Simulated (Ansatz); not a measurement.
`N#C[Si](Cl)(Cl)Cl` + H₂O → `O[Si](Cl)(Cl)Cl` + `C#N`  (formal hydrolysis of the Si–C bond)

Isolated molecules relaxed with PBE0-D4/def2-TZVP in Ansatz; ΔE leaves out vibrations. CCSD(T)/CBS is the MP2 limit (def2-TZVPP, def2-QZVPP) plus CCSD(T) − MP2 in def2-TZVPP, frozen cores. This one scheme is used for every species. DFT in def2-TZVPP. B3LYP here is the variant with VWN-RPA as its local correlation; programs differ in this. One conformer a species, not always the lowest.

| level | ΔE (kcal/mol) |
| --- | --- |
| B3LYP-D4 | -20.0 |
| BHLYP-D4 | -21.5 |

Problem. What does CCSD(T)/CBS give? (An estimate is asked.)

Solution. Ansatz gave: -19.6 kcal/mol. The listed levels differ from it by -0.4, -1.9 kcal/mol.

Largest T1 diagnostic among the species: 0.014.

In def2-TZVPP, CCSD(T) changes the Hartree–Fock value by +4.2 kcal/mol (the triples alone add +0.8 kcal/mol) and MP2 by +4.9 kcal/mol. From BLYP to BHLYP (50 % exact exchange), in def2-TZVPP and without D4, ΔE moves by −2.6 kcal/mol.
